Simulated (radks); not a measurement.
Task: The mean radii <r> (bohr) of the occupied orbitals of an atom or ion are listed with their occupations. All-electron calculation, scalar-relativistic Kohn-Sham, PBE, spin-unpolarised, spherical densities, point nucleus. Program: a radial shooting solver on a logarithmic mesh with Libxc functionals.

orbital  occ.      <r>
1s          2  0.02842
2s          2   0.1225
2p          6   0.1070
3s          2   0.3276
3p          6   0.3250
3d         10   0.2999
4s          2   0.7107
4p          3   0.7359

Name the element and its charge.

Result: Z = 51, antimony, charge +18: Sb18+ in [Ar] 3d10 4s2 4p3. The 1s radius gives Z: for a bare nucleus <r> = (2 gamma + 1)/(2Z) with gamma = sqrt(1 - (Z/c)^2), 0.028 bohr for Z = 51, and screening makes it slightly larger (0.02842 here). The occupations add up to 33, and the charge is Z minus that.
